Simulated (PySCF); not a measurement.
A calculated (B2PLYP, PySCF 2.14, dyall-av3z, the non-relativistic Hamiltonian (point nucleus)) atom or ion has these occupied shells.

```tsv
shell	electrons	orbital energy (eV)	rms radius, mean of both spins (bohr)
1s α	1	-2456.6	0.113
1s β	1	-2455.9	0.113
2s α	1	-230.75	0.522
2s β	1	-229.82	0.522
2p α	3	-172.18	0.493
2p β	3	-171.40	0.493
3s α	1	-23.897	1.80
3p α	3	-11.209	2.25
3p β	2	-8.180	2.25
```

(1) Name the element and its charge.

Answers

(1) S (sulfur, neutral), in [Ne] 3s1 3p5, high-spin 3P determinant (an excited configuration).
